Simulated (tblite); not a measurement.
C3H9O2, charge +1, singlet, at a GFN2-xTB geometry; IPEA1-xTB (tblite).

The tblite input:
```
$ tblite run mol.xyz --method ipea1 --charge 1 --spin 0 --json tblite.json --no-restart

# file mol.xyz
14

C      0.88096515    -1.31356372     1.08437026
C      0.47817047    -0.43311598    -0.07346320
O      0.89052902     0.96818331     0.20113453
C     -1.04045088    -0.30418804    -0.27166610
O     -1.20882763     0.94281853    -0.93845773
H      0.47239610    -0.93190040     2.01595391
H      1.96219745    -1.37075831     1.17191929
H      0.50036070    -2.31791870     0.92489965
H      0.95009135    -0.75251594    -1.00657077
H      1.75497521     1.18686486    -0.19095668
H      0.10483744     1.45168314    -0.27859208
H     -1.55023179    -0.29765239     0.69751965
H     -1.41975037    -1.13193438    -0.87449156
H     -2.14059578     1.18132399    -0.99654137
```

The log (banner, timings and long lists left out):

```
xTB calculator
 | screened Coulomb repulsion
 | Coulomb electrostatics
 |  * isotropic Klopman-Ohno-Mataga-Nishimoto electrostatics
 |  * onsite third-order electrostatics
 | DFT-D3(BJ) dispersion correction

halogen bonding energy    0.0000000000000E+00 Eh
repulsion energy          2.5285297611951E-01 Eh
dispersion energy        -4.1423524555621E-03 Eh
number of electrons       3.2000000000000E+01 e
integral cutoff           4.0000000000000E+01 bohr

------------------------------------------------------------
  cycle        total energy    energy error   density error
------------------------------------------------------------
      1     -21.25693059481  -2.1505641E+01   4.5469274E-01
      2     -21.35769443894  -1.0076384E-01   2.4494139E-01
      3     -21.33317176770   2.4522671E-02   1.0226580E-01
      4     -21.36960178162  -3.6430014E-02   2.2080564E-02
      5     -21.37146194242  -1.8601608E-03   8.2825695E-03
      6     -21.37194299782  -4.8105540E-04   1.4005824E-03
      7     -21.37195123376  -8.2359407E-06   5.6572042E-04
      8     -21.37195280177  -1.5680091E-06   1.5504534E-04
      9     -21.37195284031  -3.8541643E-08   4.6461384E-05
     10     -21.37195284589  -5.5852141E-09   1.3778016E-05
------------------------------------------------------------

electronic energy        -2.1620663469557E+01 Eh
total energy             -2.1371952845893E+01 Eh

Post processing:
 | Mayer-Wiberg bond orders

[Info] JSON dump of results written to 'tblite.json'
```
